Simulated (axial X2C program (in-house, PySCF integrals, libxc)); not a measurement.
Spin–orbit effects along a row: molecules with P (ions), PBE0

Calculated with an axial X2C code built on PySCF integrals, spin-free (one-electron X2C) or two-component (2c: spin–orbit coupling with atomic mean-field Coulomb and Gaunt terms, which also bring small scalar terms), in Dyall basis sets with cores contracted in-house; open shells are unrestricted.

Basis sets: Ag dyall-cv3z, Mo dyall-cv3z, P dyall-v3z, Rb dyall-cv3z, Sr dyall-cv3z, Tc dyall-cv3z, Zr dyall-cv3z.

```
molecule   spin-free state  Re (Å)  ωe (cm⁻¹)  De (eV)  2c state  Re 2c (Å)  ωe 2c (cm⁻¹)  De 2c (eV)
    RbP⁺  M_S = 3/2, Λ = 0   3.666       66.7     0.13   Ω = 3/2      3.666          66.7        0.13
    SrP⁺    M_S = 1, Λ = 0   2.793      271.9     1.54     Ω = 1      2.793         271.9        1.54
    ZrP⁺    M_S = 0, Λ = 0   2.146      564.6     3.61     Ω = 0      2.146         564.3         n/a
    MoP⁺    M_S = 1, Λ = 0   2.087      465.1     2.56     Ω = 1      2.087         464.6        2.55
    TcP⁺                 ?       ?          ?        ?         ?          ?             ?           ?
    AgP⁺  M_S = 3/2, Λ = 0   2.461      207.6     1.04   Ω = 3/2      2.461         207.4        1.04
```

(1) Estimate the 2c Re and ωe of TcP⁺ as the mean of its neighbours in the table.

Fragments in 2c: Rb+ + P, Sr+ + P, Zr+ + P, Mo+ + P, Tc+ + P, Ag+ + P. Each entry is the lowest single determinant of a limited PBE0 search at one distance. De goes to single-determinant-based atoms at the same level (for ions the charge split of lowest energy) and is withheld (n/a) where an atom does not fit its ground term or J level. Main or longest-lived isotopes. One determinant is a doubtful description, or other states lie close, for RbP⁺, SrP⁺, MoP⁺, TcP⁺, AgP⁺; these need not be ground states, and all values refer to the states named. Some open-shell Ω = 0 determinants are out of reach, so the Ω given for SrP⁺, MoP⁺ need not be the lowest component. With several unpaired electrons the Ω given is that of one determinant, not necessarily of the lowest component. The functionals have no current term, which raises determinants with orbital currents.

Answers

(1) Re ≈ 2.274 Å, ωe ≈ 336.0 cm⁻¹. The PBE0 runs give the row below, so the estimate misses by 0.178 Å and -79.5 cm⁻¹.

```tsv
molecule	spin-free state	Re (Å)	ωe (cm⁻¹)	De (eV)	2c state	Re 2c (Å)	ωe 2c (cm⁻¹)	De 2c (eV)
TcP⁺	M_S = 3/2, Λ = 0	2.096	416.0	3.04	Ω = 3/2	2.096	415.5	3.04
```
